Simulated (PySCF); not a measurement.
B3LYP has the VWN-RPA correlation part, as in Gaussian. 

[W(NH2)2(CH3)4] (charge 0, multiplicity 1)

The numbers are results of PySCF with B3LYP-D3(BJ)/def2-TZVP // r2SCAN-D4/def2-SVP, not measurements.

| Property | Value |
|---|---|
| HOMO | -6.62 eV |
| dipole moment | 2.86 D |
| HOMO–LUMO gap | 4.72 eV |
| LUMO | -1.90 eV |
| charge on the central atom (Mulliken) | 1.18 e |
| total energy | -338.8332 Ha |
| cost | about 8 core-minutes (a rough figure) |

```xyz
23

W      0.0069     0.0780    -0.2207
N     -1.4883     1.3139    -0.5183
H     -1.7533     1.5114    -1.4827
H     -2.0888     1.7866     0.1501
N      1.0329     0.8283    -1.7269
H      1.2557     1.8222    -1.7965
H      1.7532     0.3012    -2.2237
C      0.0177    -1.7340     1.0373
H     -1.0318    -2.0503     1.1772
H      0.4822    -1.6373     2.0282
H      0.5273    -2.5469     0.4884
C      1.9106     0.2953     0.8235
H      2.2879     1.3288     0.7226
H      2.6072    -0.3592     0.2600
H      1.9392     0.0038     1.8811
C     -0.6127     0.7564     1.8070
H     -0.0761     0.3141     2.6553
H     -1.6891     0.5470     1.9384
H     -0.4572     1.8499     1.8336
C     -0.6754    -1.5048    -1.5210
H     -1.1436    -1.0246    -2.3977
H     -1.3755    -2.2367    -1.0948
H      0.2163    -2.0555    -1.8757
```
Charge 0, spin multiplicity 1.
